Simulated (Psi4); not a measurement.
A dimer, CO ··· H3O+ (SMILES [C-]#[O+] and [OH3+]) (charge +1); the first 2 atoms form monomer A.

```
6

C      0.5625     0.0000     0.0000
O     -0.5625     0.0000     0.0000
O      3.2437    -0.1608     0.1052
H      3.6756     0.5692     0.5984
H      2.2692    -0.0658     0.0425
H      3.6724    -0.3567    -0.7554
```

Question: What interaction energy does SAPT0/jun-cc-pVDZ, frozen core run with Psi4 give, and which attractive term is the largest?

Answer: Total -10.16 kcal/mol: electrostatics -11.85, exchange 21.15, induction -16.56, dispersion -2.89. The most attractive term is induction.
